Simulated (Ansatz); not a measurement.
`[NH2][Sc]([OH])[F]` + H–F → `[OH][Sc]([F])[F]` + NH₃ at 400 K and 1 bar (ligand exchange at the Sc–N bond).

Program: Ansatz. Geometries: PBE0-D4/def2-TZVP. ΔE: electronic, gas phase. CCSD(T)/CBS adds triple-zeta CCSD(T) − MP2 to the extrapolated MP2 energy (def2 sets, frozen cores). This one scheme is used for every species. For Sc outer-core shells are correlated without core-valence functions, which leaves a few kJ/mol of doubt a bond. Scalar relativity is left out up to krypton. Each species was taken in one conformer, which may not be the lowest.

| species | CCSD(T)/CBS energy (Eh) | H − E (kJ/mol) | S (J/(mol·K)) |
| --- | --- | --- | --- |
| `[NH2][Sc]([OH])[F]` | -991.84569 | 133.8 | 367.4 |
| H–F | -100.39570 | 36.5 | 182.2 |
| `[OH][Sc]([F])[F]` | -1035.77673 | 69.7 | 346.6 |
| NH₃ | -56.50880 | 104.2 | 203.1 |

H − E and S are ideal-gas, rigid-rotor, harmonic terms from PBE0-D4/def2-TZVP, for one conformer and one mirror image of each species. 1 Eh = 2625.50 kJ/mol, R = 8.31446 J/(mol·K).

Q: By hand: ΔE, ΔH, ΔS and ΔG.

A: ΔE = (-1035.77673) + (-56.50880) − (-991.84569) − (-100.39570) = -0.04414 Eh = -115.9 kJ/mol. Δ(H − E) = 69.7 + 104.2 − 133.8 − 36.5 = 3.6, so ΔH = -112.3 kJ/mol. ΔS = 346.6 + 203.1 − 367.4 − 182.2 = 0.1 J/(mol·K). ΔG = -112.3 − 400 × (0.1)/1000 = -112.3 kJ/mol.

Q: By hand: the equilibrium constant, and the temperature at which ΔG would vanish if ΔH and ΔS stayed fixed.

A: log₁₀ K = −ΔG/(RT ln 10) = 14.7. ΔH and −TΔS have one sign here, so there is no such temperature.

The number of gas molecules stays the same, so ΔS is small and ΔH decides. A doubt of 5 kJ/mol in ΔE shifts log₁₀ K by 0.7 here. Other conformers and mirror images would add mixing entropy, several J/(mol·K) or more a flexible species. These are equilibria of isolated gas molecules and say nothing of rates. Largest T1 diagnostic: 0.017 (customary marks: 0.02 for closed shells, 0.045 for open ones).

ΔS is within the doubt of such terms, so its sign, and with it that verdict, could turn.
